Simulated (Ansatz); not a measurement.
Stepwise reaction of `[SiH3][SiH2][GeH2][SiH2][SiH3]` with hydrogen, as a gas-phase model of exchange steps in deposition or etching. ΔE in kJ/mol.

Gas-phase electronic energies from Ansatz, PBE0-D4/def2-TZVP geometries. CCSD(T)/CBS adds triple-zeta CCSD(T) − MP2 to the extrapolated MP2 energy (def2 sets, frozen cores). This one scheme is used for every species. Functionals use def2-TZVPP. B3LYP here is the variant with VWN-RPA as its local correlation; programs differ in this. For Ge outer-core shells are correlated without core-valence functions, which leaves a few kJ/mol of doubt a bond. Scalar relativity is left out up to krypton. Each species was taken in one conformer, which may not be the lowest.

```json
{"step": "1", "reaction": "`[SiH3][SiH2][GeH2][SiH2][SiH3]` + H₂ → `[SiH3][SiH2][GeH3]` + `[SiH3][SiH3]`", "PBE-D4": "21.8", "B3LYP-D4": "11.8", "ωB97M-V": "7.8", "CCSD(T)/CBS": "13.8"}
```

Task: Give the row of step 2, `[SiH3][SiH2][GeH3]` + H₂ → GeH₄ + `[SiH3][SiH3]`. (Estimate.)

Result: Computed: 
| step | reaction | PBE-D4 | B3LYP-D4 | ωB97M-V | CCSD(T)/CBS |
| --- | --- | --- | --- | --- | --- |
| 2 | `[SiH3][SiH2][GeH3]` + H₂ → GeH₄ + `[SiH3][SiH3]` | 12.3 | 1.5 | -1.1 | 4.4 |

Task: By hand: ΔE of the 2 steps together at CCSD(T)/CBS.

Result: (13.8) + (4.4) = 18.2 kJ/mol, or 9.1 kJ/mol a step.

In ΔE each step is lower than the one before. PBE-D4 differs from CCSD(T)/CBS by 7.9 to 8.0 kJ/mol a step. Isolated molecules leave out the surface, adducts and barriers. Largest T1 diagnostic: 0.013.
